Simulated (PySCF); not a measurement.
CH4NO (SMILES [NH3+]C=O), charge +1, singlet, at a GFN2-xTB geometry, with bond 7-2 at 2.0 times its length; B3LYP/3-21G in PySCF.

Input for PySCF:
```python
from pyscf import gto, scf, dft

mol = gto.Mole()
mol.atom = '''
    N    -1.07973113    0.24380716    0.15769898
    C     0.40675026    0.24389944   -0.26491881
    O     1.09476993   -0.62780535    0.07307325
    H    -1.30225326    1.08418749    0.71279708
    H    -1.69531096    0.23783329   -0.66989687
    H    -1.26948531   -0.59863573    0.72730400
    H     0.84626256    2.01412256   -1.47342159
'''
mol.basis = '3-21g'
mol.charge = 1
mol.verbose = 4
mol.build()

mf = dft.RKS(mol)
mf.xc = 'b3lyp'
mf.conv_tol_grad = 1e-7
mf.kernel()
```

**Question.** What does PySCF print? Leave out banner, timings and long lists.

**Answer.** 
```
PySCF version 2.14.0

[INPUT] verbose = 4
[INPUT] num. atoms = 7
[INPUT] num. electrons = 24
[INPUT] charge = 1
[INPUT] spin (= nelec alpha-beta = 2S) = 0
[INPUT] symmetry False subgroup None
[INPUT] Mole.unit = angstrom
[INPUT] Symbol           X                Y                Z      unit          X                Y                Z       unit  Magmom
[INPUT]  1 N     -1.079731130000   0.243807160000   0.157698980000 AA   -2.040396123867   0.460728759608   0.298007882323 Bohr   0.0
[INPUT]  2 C      0.406750260000   0.243899440000  -0.264918810000 AA    0.768646592496   0.460903143535  -0.500623996146 Bohr   0.0
[INPUT]  3 O      1.094769930000  -0.627805350000   0.073073250000 AA    2.068815337109  -1.186380171037   0.138088429532 Bohr   0.0
[INPUT]  4 H     -1.302253260000   1.084187490000   0.712797080000 AA   -2.460902006222   2.048817423780   1.346991263590 Bohr   0.0
[INPUT]  5 H     -1.695310960000   0.237833290000  -0.669896870000 AA   -3.203673410373   0.449439781404  -1.265921616003 Bohr   0.0
[INPUT]  6 H     -1.269485310000  -0.598635730000   0.727304000000 AA   -2.398979555059  -1.131257578079   1.374405369301 Bohr   0.0
[INPUT]  7 H      0.846262560000   2.014122560000  -1.473421590000 AA    1.599204467873   3.806140019708  -2.784363271121 Bohr   0.0

nuclear repulsion = 74.1041995938123
number of shells = 23
number of NR pGTOs = 57
number of NR cGTOs = 35
basis = 3-21g
ecp = {}

******** <class 'pyscf.dft.rks.RKS'> ********
method = RKS
initial guess = minao
damping factor = 0
level_shift factor = 0
DIIS = <class 'pyscf.scf.diis.CDIIS'>
diis_start_cycle = 1
diis_space = 8
diis_damp = 0
SCF conv_tol = 1e-09
SCF conv_tol_grad = 1e-07
SCF max_cycles = 50
direct_scf = True
direct_scf_tol = 1e-13
XC library pyscf.dft.libxc version 7.1.2
    S. Lehtola, C. Steigemann, M. J. T. Oliveira, and M. A. L. Marques,  SoftwareX 7, 1–5 (2018)
XC functionals = b3lyp
    P. J. Stephens, F. J. Devlin, C. F. Chabalowski, and M. J. Frisch,  J. Phys. Chem. 98, 11623 (1994)
radial grids:
    Treutler-Ahlrichs [JCP 102, 346 (1995); DOI:10.1063/1.469408] (M4) radial grids

becke partition: Becke, JCP 88, 2547 (1988); DOI:10.1063/1.454033
pruning grids: <function nwchem_prune>
grids dens level: 3
symmetrized grids: False
atomic radii adjust function: <function treutler_atomic_radii_adjust>
small_rho_cutoff = 0
Initial guess from minao.
tot grids = 81336
init E= -169.599310218039
  HOMO = -0.257738788146552  LUMO = -0.13039012878837  gap/eV = 3.46533
cycle= 1 E= -168.946841868877  delta_E= 0.652  |g|= 0.84  |ddm|= 2.35
  HOMO = -0.442647869475065  LUMO = -0.371598621741023  gap/eV = 1.93335
cycle= 2 E= -167.918711825515  delta_E= 1.03  |g|= 2.43  |ddm|= 2.55
  HOMO = -0.484930209392606  LUMO = -0.331028231633022  gap/eV = 4.18789
cycle= 3 E= -169.108826728661  delta_E= -1.19  |g|= 0.0972  |ddm|= 1.78
  HOMO = -0.487124798856895  LUMO = -0.33931563441526  gap/eV = 4.02209
cycle= 4 E= -169.097400182  delta_E= 0.0114  |g|= 0.184  |ddm|= 0.52
  HOMO = -0.487969818890708  LUMO = -0.336572004351991  gap/eV = 4.11974
cycle= 5 E= -169.11285965019  delta_E= -0.0155  |g|= 0.0198  |ddm|= 0.302
  HOMO = -0.487130313602665  LUMO = -0.3339939872831  gap/eV = 4.16705
cycle= 6 E= -169.113010278213  delta_E= -0.000151  |g|= 0.00324  |ddm|= 0.033
  HOMO = -0.48721215531121  LUMO = -0.334015683283324  gap/eV = 4.16869
cycle= 7 E= -169.113012776822  delta_E= -2.5e-06  |g|= 0.00123  |ddm|= 0.00291
  HOMO = -0.487274218998819  LUMO = -0.334081252750656  gap/eV = 4.16859
cycle= 8 E= -169.113013127215  delta_E= -3.5e-07  |g|= 9.29e-05  |ddm|= 0.00161
  HOMO = -0.487261059709382  LUMO = -0.334072658946514  gap/eV = 4.16847
cycle= 9 E= -169.1130131303  delta_E= -3.09e-09  |g|= 1.43e-05  |ddm|= 0.000102
  HOMO = -0.487262701039769  LUMO = -0.33407452325781  gap/eV = 4.16846
cycle= 10 E= -169.113013130425  delta_E= -1.26e-10  |g|= 1.84e-06  |ddm|= 4.02e-05
  HOMO = -0.487262710043626  LUMO = -0.334074422546473  gap/eV = 4.16847
cycle= 11 E= -169.113013130427  delta_E= -1.53e-12  |g|= 1.33e-07  |ddm|= 3.87e-06
  HOMO = -0.487262713477127  LUMO = -0.33407442974236  gap/eV = 4.16847
cycle= 12 E= -169.113013130427  delta_E= -1.14e-13  |g|= 1.41e-08  |ddm|= 2.64e-07
  HOMO = -0.487262711938695  LUMO = -0.334074428944054  gap/eV = 4.16847
Extra cycle  E= -169.113013130427  delta_E= 2.56e-13  |g|= 3.02e-08  |ddm|= 6.03e-08
converged SCF energy = -169.113013130427
```
